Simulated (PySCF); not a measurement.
## Te⁺: ionisation energy

Te⁺ [Kr] 4d10 5s2 5p3 (4S) → Te²⁺ [Kr] 4d10 5s2 5p2 (3P), as a difference of total energies. Calculation: PySCF 2.14, in aug-cc-pwCVDZ-PP with ECP28MDF (6s5p4d1f, 48 functions); scalar relativity through the core potential. Correlated levels: valence and next inner shell: nothing frozen outside the core potential. The calculations carry no spin-orbit coupling.

```csv
method,ionisation energy (eV)
UHF,18.347
MP2 (valence and next inner shell),18.820
SCS-MP2 (valence and next inner shell),18.661
CCSD (valence and next inner shell),18.695
CCSD(T) (valence and next inner shell),18.703
```

Problem. How much does correlation contribute at CCSD(T) (valence and next inner shell)?

Solution. 18.703 − (18.347) = 0.356 eV, measured against UHF.

The reference lies between the lowest fine-structure levels, while these numbers refer to the centres of the terms.

Errors of the correlated levels include the incompleteness of this basis.

For comparison: 18.6 ± 0.4 eV (measured; NIST Atomic Spectra Database, ionization energies).
